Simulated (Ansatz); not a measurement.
System: C5H10N (charge 0, doublet). It need not be the lowest isomer of its formula. 
Coordinates optimised at B3LYP-D3(BJ)/def2-TZVP (Ansatz, an electronic-structure program):
```xyz
16

C     -1.6375     0.2216     0.2196
C     -1.1779    -1.1364    -0.3502
C      0.2850    -1.1554    -0.0679
C      0.7851     0.1786     0.3816
C     -0.3991     1.1146     0.0745
N      2.0163     0.5950    -0.3059
H     -1.8968     0.1081     1.2754
H     -2.5130     0.6241    -0.2904
H     -1.7172    -1.9863     0.0800
H     -1.3682    -1.1785    -1.4337
H      0.9243    -2.0178    -0.2007
H      0.9305     0.1546     1.4797
H     -0.4243     1.9940     0.7201
H     -0.2934     1.4548    -0.9586
H      2.3722     1.4510     0.1075
H      2.7384    -0.1065    -0.1835
```
Charge 0, spin multiplicity 2.

Basis-set convergence of Hartree-Fock and CCSD(T) correlation energies (hartree) with Ansatz. Cores are frozen in the correlated levels unless marked. Open shells are spin-unrestricted. No spin-orbit coupling. No relativistic terms.

| basis | functions | E(HF) | E(corr, CCSD(T)) |
|---|---|---|---|
| cc-pVDZ | 134 | -249.58115 | -0.94418 |
| cc-pVTZ | 320 | ___ | ___ |

Task: Some entries are withheld; supply them.

Result: 
- cc-pVTZ, E(HF): -249.64943
- cc-pVTZ, E(corr, CCSD(T)): -1.13813
